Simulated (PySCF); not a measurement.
Vertical excitations of a molecule C2H4ClNOSi from TDDFT-PBE0/def2-SVPD (PySCF 2.14.0), as energy in eV (oscillator strength): 7.27 (0.001), 7.52 (0.001), 7.64 (0.009), 7.76 (0.024), 7.83 (0.005), 8.01 (0.002), 8.08 (0.002), 8.15 (0.023), 8.26 (0.020), 8.46 (0.019). Lowest triplet (TDA): 6.52 eV. Geometry: PBE0-D3(BJ)/def2-SVP. Other conformers were not sampled.

Problem. Which structure fits?
A) N#CC[Si@@H](O)Cl
B) C[Si@@H](Cl)OC#N
C) Cl[Si@H]1CN=CO1
D) C[Si@H](Cl)N=C=O

Solution. B, C[Si@@H](Cl)OC#N
